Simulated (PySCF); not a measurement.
## Effect of structural changes

The calculation used PySCF 2.14.0, TDDFT B3LYP/def2-SVPD circular dichroism and optical rotation, one conformer, gas phase. Geometry: GFN2-xTB.

Each molecule in one low-energy conformer. The parent is CS[C@@H]1C[C@]1(S)C#N.

The molecule is flexible and this is one conformer; a measurement averages over conformers.

Problem. How does the specific rotation at 589.3 nm (origin-invariant length gauge) change along this series?
- CS[C@@H]1C[C@]1(S)C#N (base)
- CS[C@H]1C[C@]1(S)C#N (diastereomer)

Solution. 
| molecule | [α]589 (deg dm⁻¹ (g/mL)⁻¹) | S1 (eV) | R(S1), velocity form (10⁻⁴⁰ esu² cm²) |
| --- | --- | --- | --- |
| CS[C@@H]1C[C@]1(S)C#N | +123.7 | 4.90 | -29.6 |
| CS[C@H]1C[C@]1(S)C#N | -124.4 | 4.90 | +7.7 |

The specific rotation at 589.3 nm (origin-invariant length gauge) is lowest for CS[C@H]1C[C@]1(S)C#N and highest for CS[C@@H]1C[C@]1(S)C#N.
